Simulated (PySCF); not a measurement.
## Electron correlation in Sn⁺ (tin, charge +1)

[Kr] 4d10 5s2 5d1, 2D determinant (an excited configuration). Calculation: PySCF 2.14, in aug-cc-pVTZ-DK3; the spin-free X2C one-electron Hamiltonian (Gaussian nucleus). Frozen: [Kr] 4d10; 3 electrons correlated.

```csv
level,correlation energy (mhartree)
CCSD,-74.96
(T),-13.39
CCSD(T),-88.35
```

Diagnostics: T1 = 0.085, D1 = 0.2059, largest double amplitude 0.639.

**Question.** Is a single reference adequate?

**Answer.** Not fully. The outer electron is Rydberg-like, and this basis confines it to a smaller radius and binds it less than a complete one would. T1 exceeds 0.03, a sign that the reference determinant is poor. A double-excitation amplitude exceeds 0.15, a sign of near-degeneracy.
